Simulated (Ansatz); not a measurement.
Computed with Ansatz.

A structure relaxed at PBE0-D4/def2-TZVP, charge 0, multiplicity 1:

```json
{"atom": "N1", "x (Å)": "1.5154", "y (Å)": "0.7358", "z (Å)": "-1.1631"}
{"atom": "Si2", "x (Å)": "0.3455", "y (Å)": "-0.2761", "z (Å)": "-0.4685"}
{"atom": "C3", "x (Å)": "0.1651", "y (Å)": "-0.4998", "z (Å)": "1.3410"}
{"atom": "C4", "x (Å)": "-1.1292", "y (Å)": "-0.1522", "z (Å)": "1.1603"}
{"atom": "N5", "x (Å)": "-1.3086", "y (Å)": "0.3305", "z (Å)": "-0.1476"}
{"atom": "H6", "x (Å)": "1.8281", "y (Å)": "0.6267", "z (Å)": "-2.1120"}
{"atom": "H7", "x (Å)": "1.7677", "y (Å)": "1.6267", "z (Å)": "-0.7701"}
{"atom": "H8", "x (Å)": "0.3081", "y (Å)": "-1.4858", "z (Å)": "-1.3285"}
{"atom": "H9", "x (Å)": "0.6464", "y (Å)": "-0.8205", "z (Å)": "2.2490"}
{"atom": "H10", "x (Å)": "-1.9650", "y (Å)": "-0.1940", "z (Å)": "1.8581"}
{"atom": "H11", "x (Å)": "-2.1735", "y (Å)": "0.1087", "z (Å)": "-0.6188"}
```

Task: Give its formula and SMILES.

Result: C2H6N2Si, `N[SiH]1C=CN1`.

Task: Summarise the bond lengths by kind.

Result: 2 × N–Si 1.696 to 1.791 Å; 3 × H–N 1.005 to 1.010 Å; 1 × C–Si 1.832 Å; 1 × H–Si 1.485 Å; 1 × C–C 1.352 Å; 2 × C–H 1.077 to 1.090 Å; 1 × C–N 1.406 Å.
